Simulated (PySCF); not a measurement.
C$_{2}$H$_{9}$GaGe (SMILES [CH3][Ga]([CH3])[GeH3]), singlet, geometry from GFN2-xTB (such geometries of metal compounds can be far from the true shape); DF-PBE/STO-3G (PySCF).

PySCF was given this input:
```python
from pyscf import gto, scf, dft

mol = gto.M(
    atom='''
Ga    0.637678    0.531135    0.056534
Ge   -1.263737   -1.049169   -0.110697
H    -0.927959   -2.527977   -0.151678
H    -2.298843   -1.026169    0.999313
H    -2.155359   -0.926314   -1.331359
C     0.557928    2.290539   -0.986435
H     1.448855    2.424242   -1.608692
H     0.509260    3.148663   -0.307474
H    -0.320433    2.330533   -1.639526
C     2.236459    0.025543    1.230357
H     2.491218    0.832431    1.925219
H     3.126921   -0.167768    0.622490
H     2.031587   -0.875884    1.817937
''',
    basis='sto-3g',
    charge=0,
    spin=0,
    verbose=4,
    max_memory=1800,
)

mf = dft.RKS(mol)
mf.xc = 'pbe'
mf = mf.density_fit(auxbasis='def2-universal-jkfit')
mf.kernel()
```

**Question.** Write the output that PySCF gives for this input, abridged.

**Answer.** 
```
PySCF version 2.14.0

[INPUT] verbose = 4
[INPUT] num. atoms = 13
[INPUT] num. electrons = 84
[INPUT] charge = 0
[INPUT] spin (= nelec alpha-beta = 2S) = 0
[INPUT] symmetry False subgroup None
[INPUT] Mole.unit = angstrom
[INPUT] Symbol           X                Y                Z      unit          X                Y                Z       unit  Magmom
[INPUT]  1 Ga     0.637678000000   0.531135000000   0.056534000000 AA    1.205036775660   1.003699685171   0.106833776726 Bohr   0.0
[INPUT]  2 Ge    -1.263737000000  -1.049169000000  -0.110697000000 AA   -2.388116823479  -1.982642068384  -0.209187012811 Bohr   0.0
[INPUT]  3 H     -0.927959000000  -2.527977000000  -0.151678000000 AA   -1.753588364825  -4.777184179200  -0.286629879122 Bohr   0.0
[INPUT]  4 H     -2.298843000000  -1.026169000000   0.999313000000 AA   -4.344183673374  -1.939178367519   1.888427882717 Bohr   0.0
[INPUT]  5 H     -2.155359000000  -0.926314000000  -1.331359000000 AA   -4.073038210116  -1.750479765350  -2.515903883475 Bohr   0.0
[INPUT]  6 C      0.557928000000   2.290539000000  -0.986435000000 AA    1.054331117226   4.328491387635  -1.864091989685 Bohr   0.0
[INPUT]  7 H      1.448855000000   2.424242000000  -1.608692000000 AA    2.737939144207   4.581153439668  -3.039987298779 Bohr   0.0
[INPUT]  8 H      0.509260000000   3.148663000000  -0.307474000000 AA    0.962361926196   5.950110728551  -0.581041650425 Bohr   0.0
[INPUT]  9 H     -0.320433000000   2.330533000000  -1.639526000000 AA   -0.605530611273   4.404069094261  -3.098255114104 Bohr   0.0
[INPUT] 10 C      2.236459000000   0.025543000000   1.230357000000 AA    4.226294998819   0.048269274400   2.325037765441 Bohr   0.0
[INPUT] 11 H      2.491218000000   0.832431000000   1.925219000000 AA    4.707719736587   1.573066607598   3.638136639809 Bohr   0.0
[INPUT] 12 H      3.126921000000  -0.167768000000   0.622490000000 AA    5.909024303151  -0.317035572466   1.176335615281 Bohr   0.0
[INPUT] 13 H      2.031587000000  -0.875884000000   1.817937000000 AA    3.839143028227  -1.655180876889   3.435403041713 Bohr   0.0

nuclear repulsion = 505.52442056532
number of shells = 31
number of NR pGTOs = 165
number of NR cGTOs = 55
basis = sto-3g
ecp = {}

******** <class 'pyscf.df.df_jk.DFRKS'> ********
method = DFRKS
initial guess = minao
damping factor = 0
level_shift factor = 0
DIIS = <class 'pyscf.scf.diis.CDIIS'>
diis_start_cycle = 1
diis_space = 8
diis_damp = 0
SCF conv_tol = 1e-09
SCF conv_tol_grad = None
SCF max_cycles = 50
direct_scf = False
XC library pyscf.dft.libxc version 7.1.2
    S. Lehtola, C. Steigemann, M. J. T. Oliveira, and M. A. L. Marques,  SoftwareX 7, 1–5 (2018)
XC functionals = pbe
    J. P. Perdew, K. Burke, and M. Ernzerhof,  Phys. Rev. Lett. 77, 3865 (1996)
    J. P. Perdew, K. Burke, and M. Ernzerhof,  Phys. Rev. Lett. 78, 1396 (1997)
    J. P. Perdew, K. Burke, and M. Ernzerhof,  Phys. Rev. Lett. 77, 3865 (1996)
    J. P. Perdew, K. Burke, and M. Ernzerhof,  Phys. Rev. Lett. 78, 1396 (1997)
radial grids:
    Treutler-Ahlrichs [JCP 102, 346 (1995); DOI:10.1063/1.469408] (M4) radial grids

becke partition: Becke, JCP 88, 2547 (1988); DOI:10.1063/1.454033
pruning grids: <function nwchem_prune>
grids dens level: 3
symmetrized grids: False
atomic radii adjust function: <function treutler_atomic_radii_adjust>
small_rho_cutoff = 0
Set gradient conv threshold to 3.16228e-05
Initial guess from minao.
tot grids = 158056
init E= -4030.47888988099
  HOMO = -0.581943432084305  LUMO = -0.473398130337465  gap/eV = 2.95367
cycle= 1 E= -4034.78466235019  delta_E= -4.31  |g|= 0.817  |ddm|=    4
  HOMO = 0.385698625683271  LUMO = 0.417248911626939  gap/eV = 0.85853
cycle= 2 E= -3993.10318544236  delta_E= 41.7  |g|= 6.36  |ddm|= 11.3
  HOMO = 0.255268308457831  LUMO = 0.284472234174718  gap/eV = 0.79468
cycle= 3 E= -4009.26252575075  delta_E= -16.2  |g|= 12.4  |ddm|= 8.86

WARN: HOMO 0.111914363955047 == LUMO 0.112900853631825

cycle= 4 E= -4031.44607583249  delta_E= -22.2  |g|= 3.06  |ddm|= 6.91
  HOMO = 0.0175688820385351  LUMO = 0.0191598529001186  gap/eV = 0.04329
cycle= 5 E= -4034.1252818288  delta_E= -2.68  |g|= 1.16  |ddm|= 3.15
  HOMO = -0.0574340633839827  LUMO = 0.0117623226865767  gap/eV = 1.88293
cycle= 6 E= -4035.04675430755  delta_E= -0.921  |g|= 0.364  |ddm|= 3.16
  HOMO = -0.0246054419508884  LUMO = -0.0228179981242372  gap/eV = 0.04864
cycle= 7 E= -4033.93909231861  delta_E= 1.11  |g|= 1.34  |ddm|= 3.19
  HOMO = 0.00400530131613275  LUMO = 0.0101855821231591  gap/eV = 0.16817
cycle= 8 E= -4034.06695776741  delta_E= -0.128  |g|= 1.26  |ddm|= 2.91
  HOMO = 0.00451293877056935  LUMO = 0.0101656910860763  gap/eV = 0.15382
cycle= 9 E= -4034.06323570875  delta_E= 0.00372  |g|= 1.27  |ddm|= 0.0537
  HOMO = 0.0138167076005121  LUMO = 0.0191677187080291  gap/eV = 0.14561
cycle= 10 E= -4033.99134545087  delta_E= 0.0719  |g|= 1.37  |ddm|= 0.244
  HOMO = 0.0134756883045561  LUMO = 0.0188208193046097  gap/eV = 0.14545
cycle= 11 E= -4033.9937885527  delta_E= -0.00244  |g|= 1.37  |ddm|= 0.0142
  HOMO = 0.00991317009465492  LUMO = 0.0158100777155259  gap/eV = 0.16046
cycle= 12 E= -4034.01021628358  delta_E= -0.0164  |g|= 1.34  |ddm|= 0.512
  HOMO = -0.0287873424271088  LUMO = -0.0272262203196461  gap/eV = 0.04248
cycle= 13 E= -4034.99765115996  delta_E= -0.987  |g|= 0.624  |ddm|= 3.17
  HOMO = -0.0280048023014788  LUMO = -0.0233751782698344  gap/eV = 0.12598
cycle= 14 E= -4034.20134252548  delta_E= 0.796  |g|= 1.09  |ddm|= 3.14
  HOMO = -0.202559924038381  LUMO = -0.0421597827666399  gap/eV = 4.36471
cycle= 15 E= -4034.90792838997  delta_E= -0.707  |g|= 0.549  |ddm|= 3.29
  HOMO = -0.00887437522577184  LUMO = 0.0058920821059667  gap/eV = 0.40182
cycle= 16 E= -4033.82569175914  delta_E= 1.08  |g|=  1.5  |ddm|= 3.47
  HOMO = -0.0584006748274079  LUMO = -0.0199376614089733  gap/eV = 1.04663
cycle= 17 E= -4035.06239936426  delta_E= -1.24  |g|= 0.356  |ddm|= 3.19
  HOMO = -0.0232479492872036  LUMO = -0.0204921556854802  gap/eV = 0.07499
cycle= 18 E= -4034.18880559833  delta_E= 0.874  |g|= 1.11  |ddm|= 3.15
  HOMO = -0.00805069650451629  LUMO = -0.0050451966598114  gap/eV = 0.08178
cycle= 19 E= -4034.12351430906  delta_E= 0.0653  |g|= 1.18  |ddm|= 0.395
  HOMO = -0.00318543066848309  LUMO = 0.000373484178248062  gap/eV = 0.09684
cycle= 20 E= -4034.07938245988  delta_E= 0.0441  |g|= 1.24  |ddm|= 0.636
  HOMO = 0.010907747548958  LUMO = 0.0138908064319834  gap/eV = 0.08117
cycle= 21 E= -4034.02571414202  delta_E= 0.0537  |g|= 1.31  |ddm|= 0.879
  HOMO = -0.00168926052490848  LUMO = 0.00111136083201557  gap/eV = 0.07621
cycle= 22 E= -4034.08864729516  delta_E= -0.0629  |g|= 1.23  |ddm|= 0.319
  HOMO = -0.00808283002608939  LUMO = -0.00535938103689304  gap/eV = 0.07411
cycle= 23 E= -4034.1196114197  delta_E= -0.031  |g|= 1.18  |ddm|= 0.266
  HOMO = -0.0122485039412299  LUMO = -0.0101416518231551  gap/eV = 0.05733
cycle= 24 E= -4034.1345101339  delta_E= -0.0149  |g|= 1.16  |ddm|= 0.243
  HOMO = 0.0113885198759672  LUMO = 0.0250446106950326  gap/eV = 0.37160
cycle= 25 E= -4033.68330344589  delta_E= 0.451  |g|= 1.72  |ddm|= 2.98
  HOMO = -0.0156892130401869  LUMO = -0.0144025463230213  gap/eV = 0.03501
cycle= 26 E= -4030.93935975506  delta_E= 2.74  |g|= 3.16  |ddm|= 3.78
  HOMO = -0.236072209296979  LUMO = -0.0883910672325902  gap/eV = 4.01861
cycle= 27 E= -4034.8069049792  delta_E= -3.87  |g|= 0.661  |ddm|= 3.38
  HOMO = -0.0934913001430844  LUMO = -0.00406013298201341  gap/eV = 2.43355
cycle= 28 E= -4035.03251294339  delta_E= -0.226  |g|= 0.389  |ddm|= 1.25
  HOMO = 0.00582698977241108  LUMO = 0.00755698052665588  gap/eV = 0.04708
cycle= 29 E= -4034.02853566787  delta_E=    1  |g|=  1.3  |ddm|= 3.24
  HOMO = 0.02679398255951  LUMO = 0.0292505680928467  gap/eV = 0.06685
cycle= 30 E= -4033.82242498333  delta_E= 0.206  |g|= 1.59  |ddm|= 2.28
  HOMO = 0.0262506924430627  LUMO = 0.0286190040626814  gap/eV = 0.06445
cycle= 31 E= -4033.8352981849  delta_E= -0.0129  |g|= 1.57  |ddm|= 1.01
  HOMO = 0.0186917056704626  LUMO = 0.0212499723348148  gap/eV = 0.06961
cycle= 32 E= -4033.93094142417  delta_E= -0.0956  |g|= 1.45  |ddm|= 0.864
  HOMO = 0.0318753825538768  LUMO = 0.0339409742811138  gap/eV = 0.05621
cycle= 33 E= -4033.82950565628  delta_E= 0.101  |g|= 1.58  |ddm|= 1.06
  HOMO = 0.0189598076120659  LUMO = 0.0311193285160833  gap/eV = 0.33088
cycle= 34 E= -4033.74827334477  delta_E= 0.0812  |g|= 1.68  |ddm|=  2.3
  HOMO = 0.0235048093865684  LUMO = 0.0277528433892879  gap/eV = 0.11559
cycle= 35 E= -4033.78712356761  delta_E= -0.0389  |g|= 1.63  |ddm|= 0.871
  HOMO = 0.0202560442441712  LUMO = 0.0290389261712194  gap/eV = 0.23899
cycle= 36 E= -4033.75793709599  delta_E= 0.0292  |g|= 1.67  |ddm|= 0.721
  HOMO = -0.00870288166342204  LUMO = -0.00764184141302127  gap/eV = 0.02887
cycle= 37 E= -4030.15682913342  delta_E=  3.6  |g|= 3.55  |ddm|=    4
  HOMO = -0.253362862879623  LUMO = -0.0925268957726184  gap/eV = 4.37657
cycle= 38 E= -4034.71870732452  delta_E= -4.56  |g|= 0.794  |ddm|= 3.88
  HOMO = 0.0683164127838278  LUMO = 0.0772386569927427  gap/eV = 0.24279
cycle= 39 E= -4033.11785932041  delta_E=  1.6  |g|= 2.37  |ddm|=  4.3
  HOMO = 0.0567075698508536  LUMO = 0.0730948018716625  gap/eV = 0.44592
cycle= 40 E= -4033.24084367522  delta_E= -0.123  |g|= 2.24  |ddm|= 0.448
  HOMO = 0.0863169122110946  LUMO = 0.0961844313962863  gap/eV = 0.26851
cycle= 41 E= -4032.99963991334  delta_E= 0.241  |g|=  2.5  |ddm|= 2.15
  HOMO = 0.106001153308077  LUMO = 0.113327120291198  gap/eV = 0.19935
cycle= 42 E= -4032.69106630728  delta_E= 0.309  |g|= 2.82  |ddm|= 1.38
  HOMO = 0.102431386301056  LUMO = 0.108908488759068  gap/eV = 0.17625
cycle= 43 E= -4032.86602378129  delta_E= -0.175  |g|= 2.66  |ddm|= 0.345
  HOMO = 0.0670517530881717  LUMO = 0.0744098045481151  gap/eV = 0.20022
cycle= 44 E= -4033.3814120559  delta_E= -0.515  |g|=  2.1  |ddm|= 2.15
  HOMO = 0.0060784854146026  LUMO = 0.00942478440953831  gap/eV = 0.09106
cycle= 45 E= -4034.10404864418  delta_E= -0.723  |g|= 1.35  |ddm|= 3.05
  HOMO = 0.0630804734825479  LUMO = 0.0658052295527374  gap/eV = 0.07414
cycle= 46 E= -4031.29238374477  delta_E= 2.81  |g|= 3.34  |ddm|= 3.17
  HOMO = -0.257019662432641  LUMO = -0.123478549369228  gap/eV = 3.63384
cycle= 47 E= -4034.66349100039  delta_E= -3.37  |g|= 0.851  |ddm|= 3.72
  HOMO = -0.0553809470414784  LUMO = 0.00371642511330855  gap/eV = 1.60812
cycle= 48 E= -4035.05103880567  delta_E= -0.388  |g|= 0.36  |ddm|= 1.77

WARN: HOMO 0.0598908017876517 == LUMO 0.0605922902288005

cycle= 49 E= -4033.38102702128  delta_E= 1.67  |g|= 2.15  |ddm|= 3.53
  HOMO = 0.0730696984649329  LUMO = 0.0748186440986538  gap/eV = 0.04759
cycle= 50 E= -4033.20463125202  delta_E= 0.176  |g|= 2.34  |ddm|= 2.93
SCF not converged.
SCF energy = -4033.20463125202
```

The run did not converge; its last values are not results.
